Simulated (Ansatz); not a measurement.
Abridged output of a molecular run in Ansatz:

```
Functional definition: HF
1290 factors; integrals over basis functions are off by at most 1.3e-3 eV
mean field evaluation 1: about -10415.3177 eV, gradient 3.8e1 eV
mean field evaluation 2: about -10415.4775 eV, gradient 3.8e1 eV
mean field evaluation 4: about -10418.7521 eV, gradient 3.9e0 eV
mean field evaluation 8: about -10418.8158 eV, gradient 2.3e-1 eV
mean field -10418.81625678 eV, -382.8844353093 hartree, gradient 3.4e-6 eV, S^2 0.000000; 0 other end points of the search recorded, 0 dependent functions left out
8 core orbitals not correlated: weight in the atoms' cores, before any rotation towards them, 1.000 or more for the frozen orbitals, at most 0.000 for the correlated occupied ones
reference -10418.81625678 eV, -382.8844353093 hartree; 11, 11 occupied and 200, 200 virtual orbitals, 1290 factors
second order -15.98362680 eV of doubles, -0.00000000 eV of singles
cycle   1  -16.62524928 eV  change   -6.4e-1 eV  update   9.5e-2
cycle   2  -17.08401077 eV  change   -4.6e-1 eV  update   3.0e-2
cycle   3  -17.19894278 eV  change   -1.1e-1 eV  update   1.7e-2
cycle   4  -17.18974065 eV  change    9.2e-3 eV  update   4.5e-3
cycle   5  -17.18889918 eV  change    8.4e-4 eV  update   2.4e-3
cycle   6  -17.18970685 eV  change   -8.1e-4 eV  update   8.2e-4
cycle   7  -17.18941679 eV  change    2.9e-4 eV  update   3.6e-4
cycle   8  -17.18932680 eV  change    9.0e-5 eV  update   1.2e-4
cycle   9  -17.18937722 eV  change   -5.0e-5 eV  update   4.7e-5
cycle  10  -17.18939090 eV  change   -1.4e-5 eV  update   1.8e-5
perturbative correction -0.58250293 eV, -0.0214065877 hartree
Total energy: -10436.58815061 eV, -383.5375403613 hartree
```

Its atoms:

```xyz
10

B     1.2713    1.4030    0.9449
Al    1.1935   -0.5541    0.1102
O    -0.2484   -1.1505   -0.5474
C    -1.5361   -0.6371   -0.7024
H     1.0559    1.6260    2.1044
H     1.5579    2.3753    0.3024
H     2.4180   -1.5604    0.0408
H    -1.8131   -0.6217   -1.7620
H    -2.2615   -1.2670   -0.1763
H    -1.6376    0.3864   -0.3146
```

(1) Which basis set was used?
A. cc-pV(Q+d)Z
B. cc-pV(D+d)Z
C. def2-SVPD
D. def2-TZVPP

(2) Write the keys of the input that set method, charge and spin (a neutral closed shell needs none for the last two).

Results:

(1) D. It gives 219 functions.

(2) 
```yaml
correlation: {method: ccsd_t}
```
